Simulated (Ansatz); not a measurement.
Isolated molecules relaxed with PBE0-D4/def2-TZVP in Ansatz; ΔE leaves out vibrations. CBS: MP2 limit from def2 TZ/QZ plus the TZ coupled-cluster correction, frozen cores. This one scheme is used for every species. DFT in def2-TZVPP. B3LYP here is the variant with VWN-RPA as its local correlation; programs differ in this. For Zn outer-core shells are correlated without core-valence functions, which leaves a few kJ/mol of doubt a bond. Scalar relativity is left out up to krypton. One conformer a species, not always the lowest.

`C[BH][ZnH]` + `C[SiH3]` → `CB[SiH2]C` + `[ZnH2]`  (formal exchange of groups at a B–Zn bond)

| level | ΔE (kJ/mol) | difference from CCSD(T)/CBS |
| --- | --- | --- |
| r2SCAN-D4 | -8.3 | -5.1 |
| PBE0-D4 | -9.4 | -6.2 |
| B3LYP-D4 | -6.2 | -3.0 |
| r2SCAN | -7.0 | -3.8 |
| PBE0 | -6.0 | -2.8 |
| B3LYP | -0.6 | 2.6 |
| SCS-MP2/def2-TZVPP | -1.5 | 1.7 |
| CCSD/def2-TZVPP | -4.9 | -1.7 |
| MP2/def2-QZVPP | -0.8 | 2.4 |
| HF/CBS(def2) | -4.3 | -1.1 |
| CCSD(T)/CBS | -3.2 | 0 |

Largest T1 diagnostic among the species: 0.016.

The D4 term adds −5.5 kJ/mol with B3LYP and −3.3 kJ/mol with PBE0; it sums over pairs of atoms, weighted by their polarisabilities, and B3LYP, whose exchange is more repulsive, gets the larger term.
